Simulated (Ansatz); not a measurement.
`[SiH3]NBS` and `FBN[SiH3]` differ in one atom or group.

Ansatz, PBE0-D4/def2-TZVP geometries, multiplicity 1. Each molecule was computed in one conformer, which needn't be the lowest.

| property | `[SiH3]NBS` |
| --- | --- |
| HOMO energy (ωB97M-V/def2-TZVPP) / eV | -9.53 |
| LUMO energy (B3LYP/def2-TZVPP) / eV | -0.13 |
| size of the dipole moment (B3LYP/def2-TZVPP) / D | 0.70 |
| HOMO energy (B3LYP/def2-TZVPP) / eV | -7.11 |
| HOMO–LUMO gap (PBE0/def2-TZVPP) / eV | 7.47 |
| LUMO energy (PBE0/def2-TZVPP) / eV | 0.11 |

Give the same properties after the change, and the shifts. (Estimate.)

Ansatz gave: 
```tsv
property	`FBN[SiH3]`	shift
HOMO energy (ωB97M-V/def2-TZVPP) / eV	-10.75	-1.22
LUMO energy (B3LYP/def2-TZVPP) / eV	0.02	0.15
size of the dipole moment (B3LYP/def2-TZVPP) / D	2.02	1.32
HOMO energy (B3LYP/def2-TZVPP) / eV	-8.22	-1.11
HOMO–LUMO gap (PBE0/def2-TZVPP) / eV	8.71	1.24
LUMO energy (PBE0/def2-TZVPP) / eV	0.26	0.15
```

With PBE0 the HOMO falls by 1.09 eV and the LUMO rises by 0.15 eV, so the gap widens by about 1.24 eV. PBE moves the HOMO by -0.94 eV and ωB97M-V by -1.22 eV. The zero-point energy changes by -18.6 kJ/mol with -3 modes. Dipoles are sizes alone; their direction can turn.

B3LYP here is the variant with VWN-RPA as its local correlation; programs differ in this.
